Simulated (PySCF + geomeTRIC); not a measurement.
Species: C$_{2}$H$_{5}$O$_{2}$S, SMILES `CS(=O)C=[OH+]` (O–S–C–O torsion 165°) (charge 1, multiplicity 1).

Question: Give a relaxed geometry from TPSSh-D3(BJ)/def2-TZVP (PySCF + geomeTRIC).

Answer: This is not unique; one that fits is the end point of this relaxation, one of several conformers (outside a Z-matrix the atoms follow the SMILES, hydrogens last).
Z-matrix (Å, degrees):
```
S
O 1 1.4552
C 1 1.7034 2 116.89
O 3 1.2940 1 120.26 2 165.16
H 4 0.9774 3 113.60 1 158.09
H 3 1.0911 4 121.83 5 -5.85
C 1 1.8042 2 115.40 3 125.96
H 7 1.0894 1 105.30 2 67.94
H 7 1.0899 8 111.73 1 116.04
H 7 1.0901 8 111.46 9 127.36
```
